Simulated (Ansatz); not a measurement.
Computed with r2SCAN-D4/def2-TZVP (Ansatz, an electronic-structure program). No frequencies were computed at this level.

Ansatz 0.2 input:
```yaml
crystal:
  periodic: [false, false, false]
  atoms:
    - { symbol: C, position_ang: [-1.501214, 0.032519, 0.086102] }
    - { symbol: B, position_ang: [0.013383, -0.218362, -0.15668] }
    - { symbol: Si, position_ang: [1.817901, -0.052924, -0.075913] }
    - { symbol: H, position_ang: [-2.178259, -0.722279, -0.319413] }
    - { symbol: H, position_ang: [-1.765898, 0.97994, -0.390245] }
    - { symbol: H, position_ang: [-1.745382, 0.151429, 1.144001] }
    - { symbol: H, position_ang: [2.718175, -0.884416, 0.724427] }
    - { symbol: H, position_ang: [2.641295, 0.714093, -1.012278] }
basis:
  gaussian: { orbitals: def2-tzvp }
hamiltonian:
  xc: r2scan
  dispersion: d4
relax:
  max_steps: 150
```

Output:

```
Functional definition: r2SCAN
821 factors; their error is unknown
mean field evaluation 1: about -9661.2517 eV, gradient 5.4e1 eV
mean field evaluation 2: about -9652.3615 eV, gradient 7.1e1 eV
mean field evaluation 4: about -9668.2755 eV, gradient 7.8e0 eV
mean field evaluation 8: about -9668.4888 eV, gradient 3.1e-1 eV
mean field evaluation 16: about -9668.4890 eV, gradient 2.3e-5 eV
mean field -9668.48898769 eV, -355.3104167605 hartree, gradient 2.3e-5 eV, S^2 0.000000; 0 other end points of the search recorded, 0 dependent functions left out
reference -9668.48899989 eV, -355.3104172086 hartree; 15, 15 occupied and 114, 114 virtual orbitals, 821 factors
relax step   1: F+E_penalty+E_count = -9668.52075337 eV  Δ(F+E_penalty+E_count) = +0.000e0 eV  max|allowed force component| = 1.334e0 eV/Å  Δτ_max = 0.0000 Å  (28 SCF iters, accepted)
these checks for a lower state are left out or cut short: starts, cluster_reference, orbital_swaps, neighbouring_geometries, increment
821 factors; their error is unknown
mean field -9668.59968801 eV, -355.3144849221 hartree, gradient 8.7e-6 eV, S^2 0.000000; 0 other end points of the search recorded, 0 dependent functions left out
reference -9668.59970026 eV, -355.3144853722 hartree; 15, 15 occupied and 114, 114 virtual orbitals, 821 factors
relax step   2: F+E_penalty+E_count = -9668.63150438 eV  Δ(F+E_penalty+E_count) = -1.108e-1 eV  max|allowed force component| = 6.704e-1 eV/Å  Δτ_max = 0.0973 Å  (30 SCF iters, accepted)
these checks for a lower state are left out or cut short: starts, cluster_reference, orbital_swaps, neighbouring_geometries, increment
821 factors; their error is unknown
mean field -9668.63848922 eV, -355.3159108403 hartree, gradient 1.1e-5 eV, S^2 0.000000; 0 other end points of the search recorded, 0 dependent functions left out
reference -9668.63850179 eV, -355.3159113023 hartree; 15, 15 occupied and 114, 114 virtual orbitals, 821 factors
relax step   3: F+E_penalty+E_count = -9668.67036598 eV  Δ(F+E_penalty+E_count) = -3.886e-2 eV  max|allowed force component| = 6.030e-1 eV/Å  Δτ_max = 0.1393 Å  (30 SCF iters, accepted)
these checks for a lower state are left out or cut short: starts, cluster_reference, orbital_swaps, neighbouring_geometries, increment
821 factors; their error is unknown
mean field evaluation 32: about -9668.4204 eV, gradient 1.4e1 eV
mean field -9668.61285603 eV, -355.3149688379 hartree, gradient 8.7e-6 eV, S^2 0.000000; 0 other end points of the search recorded, 0 dependent functions left out
reference -9668.61286851 eV, -355.3149692965 hartree; 15, 15 occupied and 114, 114 virtual orbitals, 821 factors
relax step   4: F+E_penalty+E_count = -9668.64499894 eV  Δ(F+E_penalty+E_count) = +2.537e-2 eV  max|allowed force component| = 6.254e-1 eV/Å  Δτ_max = 0.1334 Å  (37 SCF iters, rejected (line search))
these checks for a lower state are left out or cut short: starts, cluster_reference, orbital_swaps, neighbouring_geometries, increment
821 factors; their error is unknown
mean field -9668.66145403 eV, -355.3167547816 hartree, gradient 8.5e-6 eV, S^2 0.000000; 0 other end points of the search recorded, 0 dependent functions left out
reference -9668.66146654 eV, -355.3167552413 hartree; 15, 15 occupied and 114, 114 virtual orbitals, 821 factors
relax step   5: F+E_penalty+E_count = -9668.69336150 eV  Δ(F+E_penalty+E_count) = -2.300e-2 eV  max|allowed force component| = 9.296e-2 eV/Å  Δτ_max = 0.0651 Å  (30 SCF iters, accepted)
these checks for a lower state are left out or cut short: starts, cluster_reference, orbital_swaps, neighbouring_geometries, increment
821 factors; their error is unknown
mean field -9668.66792542 eV, -355.3169926005 hartree, gradient 9.8e-6 eV, S^2 0.000000; 0 other end points of the search recorded, 0 dependent functions left out
reference -9668.66793775 eV, -355.3169930538 hartree; 15, 15 occupied and 114, 114 virtual orbitals, 821 factors
relax step   6: F+E_penalty+E_count = -9668.69998232 eV  Δ(F+E_penalty+E_count) = -6.621e-3 eV  max|allowed force component| = 1.833e-1 eV/Å  Δτ_max = 0.0975 Å  (30 SCF iters, accepted)
these checks for a lower state are left out or cut short: starts, cluster_reference, orbital_swaps, neighbouring_geometries, increment
821 factors; their error is unknown
mean field -9668.67010472 eV, -355.3170726885 hartree, gradient 8.5e-6 eV, S^2 0.000000; 0 other end points of the search recorded, 0 dependent functions left out
reference -9668.67011705 eV, -355.3170731417 hartree; 15, 15 occupied and 114, 114 virtual orbitals, 821 factors
relax step   7: F+E_penalty+E_count = -9668.70212612 eV  Δ(F+E_penalty+E_count) = -2.144e-3 eV  max|allowed force component| = 2.634e-2 eV/Å  Δτ_max = 0.0196 Å  (32 SCF iters, accepted)
these checks for a lower state are left out or cut short: starts, cluster_reference, orbital_swaps, neighbouring_geometries, increment
821 factors; their error is unknown
mean field evaluation 64: about -9668.6703 eV, gradient 9.9e-5 eV
mean field -9668.67031669 eV, -355.3170804781 hartree, gradient 8.4e-6 eV, S^2 0.000000; 0 other end points of the search recorded, 0 dependent functions left out
reference -9668.67032901 eV, -355.3170809311 hartree; 15, 15 occupied and 114, 114 virtual orbitals, 821 factors
relax step   8: F+E_penalty+E_count = -9668.70232590 eV  Δ(F+E_penalty+E_count) = -1.998e-4 eV  max|allowed force component| = 2.345e-2 eV/Å  Δτ_max = 0.0110 Å  (34 SCF iters, accepted)
these checks for a lower state are left out or cut short: starts, cluster_reference, orbital_swaps, neighbouring_geometries, increment
821 factors; their error is unknown
mean field -9668.67042453 eV, -355.3170844412 hartree, gradient 8.4e-6 eV, S^2 0.000000; 0 other end points of the search recorded, 0 dependent functions left out
reference -9668.67043685 eV, -355.3170848939 hartree; 15, 15 occupied and 114, 114 virtual orbitals, 821 factors
relax step   9: F+E_penalty+E_count = -9668.70244438 eV  Δ(F+E_penalty+E_count) = -1.185e-4 eV  max|allowed force component| = 1.189e-2 eV/Å  Δτ_max = 0.0050 Å  (33 SCF iters, accepted)
these checks for a lower state are left out or cut short: starts, cluster_reference, orbital_swaps, neighbouring_geometries, increment
821 factors; their error is unknown
mean field -9668.67043872 eV, -355.3170849627 hartree, gradient 8.4e-6 eV, S^2 0.000000; 0 other end points of the search recorded, 0 dependent functions left out
reference -9668.67045103 eV, -355.3170854153 hartree; 15, 15 occupied and 114, 114 virtual orbitals, 821 factors
relax step  10: F+E_penalty+E_count = -9668.70246025 eV  Δ(F+E_penalty+E_count) = -1.587e-5 eV  max|allowed force component| = 4.940e-3 eV/Å  Δτ_max = 0.0025 Å  (34 SCF iters, accepted)
821 factors; their error is unknown
mean field evaluation 96: about -9668.6703 eV, gradient 3.1e-1 eV
mean field -9668.67043872 eV, -355.3170849627 hartree, gradient 8.4e-6 eV, S^2 0.000000; 1 other end points of the search recorded, 0 dependent functions left out
reference -9668.67045103 eV, -355.3170854153 hartree; 15, 15 occupied and 114, 114 virtual orbitals, 821 factors
Total energy: -9668.70247257 eV, -355.3182621850 hartree
Atom 0 at    -1.443532     0.027778     0.084285 Å, force    -0.000655     0.004940    -0.004585 eV/Å
Atom 1 at     0.064094    -0.088099    -0.030682 Å, force     0.000583     0.000238     0.001021 eV/Å
Atom 2 at     1.901930     0.212371     0.156491 Å, force     0.000106     0.000515    -0.000360 eV/Å
Atom 3 at    -1.999462    -0.780143    -0.398198 Å, force    -0.000118    -0.000871     0.000038 eV/Å
Atom 4 at    -1.730973     0.971861    -0.401853 Å, force    -0.001004    -0.002800     0.002303 eV/Å
Atom 5 at    -1.764846     0.115474     1.128340 Å, force     0.000481    -0.000811     0.001178 eV/Å
Atom 6 at     2.532164    -1.048754     0.644884 Å, force     0.000345    -0.000144     0.000044 eV/Å
Atom 7 at     2.440627     0.589511    -1.183265 Å, force     0.000262    -0.001067     0.000360 eV/Å
Dipole moment:    -0.563817     0.001409     0.005121 e Å
```

Cost: about 40 core-seconds (a rough figure).
